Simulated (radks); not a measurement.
The molybdenum ion Mo2+ inside a hard spherical wall (all orbitals vanish at R), configuration held at [Kr] 4d4 and not refilled when levels cross. Method: scalar-relativistic Kohn-Sham, PBE, spin-polarised, spherical densities, point nucleus; open shells are filled with parallel spins first (spin-orbit coupling, left out, can overturn this in heavy ions); computed with a radial shooting solver on a logarithmic mesh with Libxc functionals. Eigenvalues in eV for spin up, with the zero of energy where the potential of the charges vanishes at infinity; a dash marks a level that is unbound or too diffuse for the functional's potential to be trusted. A positive occupied level is held by the wall or, in an anion where self-interaction has pushed it up, behind a barrier. The pressure on the wall is -dE/dV.

| R (bohr) | E (hartree) | kinetic (hartree) | e(3d) | e(4s) | e(4p) | e(4d) | e(5s, empty) | e(5p, empty) | pressure (GPa) |
|---|---|---|---|---|---|---|---|---|---|
| free | -4047.90733 | 4173.817 | -239.47 | -83.638 | -57.759 | -21.935 | -18.343 | -13.151 | 0 |
| 20 | -4047.90733 | 4173.817 | -239.47 | -83.638 | -57.759 | -21.935 | -18.343 | -13.151 | < 0.0001 |
| 12 | -4047.90733 | 4173.817 | -239.47 | -83.638 | -57.759 | -21.935 | -18.343 | -13.151 | < 0.0001 |
| 10 | -4047.90733 | 4173.817 | -239.47 | -83.638 | -57.759 | -21.935 | -18.342 | -13.148 | < 0.0001 |
| 7 | -4047.90715 | 4173.819 | -239.46 | -83.626 | -57.748 | -21.925 | -18.296 | -12.949 | 0.0177 |
| 6 | -4047.90592 | 4173.833 | -239.39 | -83.566 | -57.691 | -21.870 | -18.092 | -12.415 | 0.187 |
| 5 | -4047.89690 | 4173.907 | -239.04 | -83.272 | -57.413 | -21.584 | -17.159 | -10.631 | 1.92 |
| 3 | -4047.34909 | 4176.873 | -231.21 | -77.444 | -51.732 | -14.244 | 4.884 | 18.603 | 316 |
| 2 | -4041.52092 | 4202.197 | -197.17 | -51.949 | -23.548 | 22.722 | 110.72 | 135.85 | 10200 |
